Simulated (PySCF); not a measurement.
# Electronic structure of B(2+) (boron, charge +2) at the UHF level

Configuration: [He] 2s1, 2S determinant. All numbers are calculated (PySCF 2.14, no relativity, point nucleus, in pcseg-2 (4s3p2d1f, 30 functions)).

```json
{
  "Total energy": "-23.372464 hartree",
  "One-electron energy": "-27.7126 hartree",
  "Hartree (Coulomb) energy": "7.5535 hartree",
  "Exchange energy": "-3.2133 hartree",
  "Kinetic energy": "23.22700 hartree",
  "⟨S²⟩": "0.7500",
  "⟨L²⟩": "0.000",
  "Sum of ⟨r⟩": "2.304 bohr",
  "Sum of ⟨r²⟩": "3.460 bohr²",
  "Density at the nucleus (Gaussians lack the cusp)": "68.7 bohr⁻³",
  "Spin density at the nucleus": "1.92 bohr⁻³",
  "Langevin diamagnetic susceptibility": "-2.74 ×10⁻⁶ cm³/mol",
  "Time after the integrals": "0.05 s of wall time on 1 thread of Neoverse-V1 (shared host)"
}
```

| shell | electrons | mean orbital energy (hartree) | rms radius, mean of both spins (bohr) |
| --- | --- | --- | --- |
| 1s α | 1 | -8.84886 | 0.379 |
| 1s β | 1 | -8.79508 | 0.379 |
| 2s α | 1 | -1.38839 | 1.78 |
